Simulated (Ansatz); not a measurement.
Program: Ansatz. Geometries: PBE0-D4/def2-TZVP. ΔE: electronic, gas phase. CCSD(T)/CBS is the MP2 limit (def2-TZVPP, def2-QZVPP) plus CCSD(T) − MP2 in def2-TZVPP, frozen cores. This one scheme is used for every species. Functionals use def2-TZVPP. B3LYP here is the variant with VWN-RPA as its local correlation; programs differ in this. For Se outer-core shells are correlated without core-valence functions, which leaves a few kJ/mol of doubt a bond. Scalar relativity is left out up to krypton. One conformer a species, not always the lowest.

Reaction (formal exchange of groups at a B–F bond): `NB(F)[SeH]` + CH₃OH → `NB([SeH])CO` + H–F

`NB(F)[SeH]`:

Z-matrix (Å, degrees):
```
N
B 1 1.392
H 1 1.003 2 124.0
H 1 1.006 2 121.4 3 -180.0
F 2 1.335 1 119.3 3 179.9
Se 2 1.968 1 121.3 3 -0.1
H 6 1.465 2 93.2 1 179.8
```

CH₃OH:

```xyz
6

C    -0.177    0.300   -0.076
O     0.799   -0.510    0.538
H    -0.026    1.316    0.291
H    -1.198   -0.007    0.183
H    -0.082    0.314   -1.168
H     0.684   -1.412    0.232
```

`NB([SeH])CO`:

```xyz
11

N     0.844    0.134   -1.087
B     0.217    0.419    0.118
Se    0.392    2.133    1.061
C    -0.688   -0.694    0.788
O    -0.975   -1.788   -0.083
H     0.744   -0.786   -1.488
H     1.453    0.754   -1.588
H     1.389    2.717    0.154
H    -1.611   -0.280    1.216
H    -0.143   -1.122    1.637
H    -1.621   -1.489   -0.727
```

H–F:

```xyz
2

F     0.373    0.250   -0.100
H    -0.373   -0.250    0.100
```

(1) Is it downhill or uphill in electronic energy at CCSD(T)/CBS, and by how much? (Estimate.)

(2) What do these levels give: PBE0-D4, B3LYP-D4, ωB97X-V, ωB97M-V, B2PLYP, r2SCAN, PBE0, SCS-MP2/def2-TZVPP, CCSD(T)/def2-TZVPP, MP2/def2-QZVPP, SCS-MP2/def2-QZVPP, HF/CBS(def2)? (Estimate.)

Largest T1 diagnostic among the species: 0.011.

Answers

(1) The calculation gave: Uphill: ΔE = +117.4 kJ/mol.

(2) Computed: PBE0-D4 119.7, B3LYP-D4 127.9, ωB97X-V 126.6, ωB97M-V 125.4, B2PLYP 131.5, r2SCAN 130.5, PBE0 125.1, SCS-MP2/def2-TZVPP 124.7, CCSD(T)/def2-TZVPP 120.6, MP2/def2-QZVPP 115.9, SCS-MP2/def2-QZVPP 123.1, HF/CBS(def2) 154.2 kJ/mol.

The D4 term adds −9.7 kJ/mol with B3LYP and −5.4 kJ/mol with PBE0; it sums over pairs of atoms, weighted by their polarisabilities, and B3LYP, whose exchange is more repulsive, gets the larger term. In def2-TZVPP, CCSD(T) changes the Hartree–Fock value by −32.8 kJ/mol (the triples alone add −4.1 kJ/mol) and MP2 by −35.9 kJ/mol.
